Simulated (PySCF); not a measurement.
C2H4N2OSi, SMILES [SiH]1(O)N=CC=N1. Atoms are numbered in the order given.

```xyz
10

O      2.0705     0.5055     0.0000
Si     0.7030    -0.4136     0.0000
N     -0.4341    -0.0715     1.3479
C     -1.5415     0.1904     0.7664
C     -1.5415     0.1904    -0.7664
N     -0.4341    -0.0715    -1.3479
H      1.9752     1.4652     0.0000
H      1.1357    -1.8265     0.0000
H     -2.4702     0.4119     1.3260
H     -2.4702     0.4119    -1.3260
```
Charge 0, spin multiplicity 1.

Geometry: r2SCAN-D4/def2-SVP. This is a generated structure with no PubChem entry under its InChIKey; it may be hypothetical. Other conformers were not sampled.

All values below come from PBE/def2-TZVP (PySCF).

Symmetry labels are those of the subgroup Cs that the program uses (full group Cs).

Computed valence orbital energies around the gap with their symmetry:
```json
[
 {"orbital": "HOMO−7", "symmetry": "A'", "energy (eV)": "-10.43"},
 {"orbital": "HOMO−6", "symmetry": "A\"", "energy (eV)": "-10.12"},
 {"orbital": "HOMO−5", "symmetry": "A'", "energy (eV)": "-9.10"},
 {"orbital": "HOMO−4", "symmetry": "A'", "energy (eV)": "-8.85"},
 {"orbital": "HOMO−3", "symmetry": "A\"", "energy (eV)": "-8.31"},
 {"orbital": "HOMO−2", "symmetry": "A\"", "energy (eV)": "-7.77"},
 {"orbital": "HOMO−1", "symmetry": "A\"", "energy (eV)": "-6.44"},
 {"orbital": "HOMO", "symmetry": "A'", "energy (eV)": "-6.30"},
 {"orbital": "LUMO", "symmetry": "A'", "energy (eV)": "-3.54"},
 {"orbital": "LUMO+1", "symmetry": "A\"", "energy (eV)": "-0.45"},
 {"orbital": "LUMO+2", "symmetry": "A'", "energy (eV)": "-0.15"},
 {"orbital": "LUMO+3", "symmetry": "A\"", "energy (eV)": "0.87"}
]
```
